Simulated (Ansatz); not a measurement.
Gas-phase electronic energies from Ansatz, PBE0-D4/def2-TZVP geometries. CCSD(T)/CBS adds triple-zeta CCSD(T) − MP2 to the extrapolated MP2 energy (def2 sets, frozen cores). Functionals use def2-TZVPP. B3LYP here is the variant with VWN-RPA as its local correlation; programs differ in this. One conformer a species, not always the lowest.

Reaction (formal exchange of groups at a C–C bond): `CC(F)S[SiH3]` + `C=C(N)Cl` → `C/C=C(\N)Cl` + `FCS[SiH3]`

```
             level  ΔE (kJ/mol)
           PBE0-D4          9.0
              PBE0          7.6
             B3LYP          7.7
SCS-MP2/def2-QZVPP          9.7
```

What does CCSD(T)/CBS give? (An estimate is asked.)

Ansatz gave: +11.3 kJ/mol. The listed levels differ from it by -2.3, -3.7, -3.6, -1.6 kJ/mol.

Largest T1 diagnostic among the species: 0.012.
